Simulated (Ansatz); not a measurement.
`C=C[SiH2][SiH2]O` + CH₃OH → `CO[SiH2][SiH2]O` + `C=C`  (ligand exchange at the Si–C bond)

Program: Ansatz. Geometries: PBE0-D4/def2-TZVP. ΔE: electronic, gas phase. CBS: MP2 limit from def2 TZ/QZ plus the TZ coupled-cluster correction, frozen cores. This one scheme is used for every species. DFT in def2-TZVPP. One conformer a species, not always the lowest.

CCSD(T)/CBS gives -19.0 kcal/mol.

Problem. Another level gave -19.9 kcal/mol. Which?
A. PBE0/def2-TZVPP
B. HF/def2-TZVPP
C. r2SCAN-D4/def2-TZVPP
D. SCS-MP2/def2-TZVPP

Solution. D. SCS-MP2/def2-TZVPP -19.9, HF/def2-TZVPP -22.9, PBE0 -17.4, r2SCAN-D4 -18.8 kcal/mol.

Largest T1 diagnostic among the species: 0.012.

In def2-TZVPP, CCSD(T) changes the Hartree–Fock value by +3.8 kcal/mol (the triples alone add +0.6 kcal/mol) and MP2 by +3.9 kcal/mol.
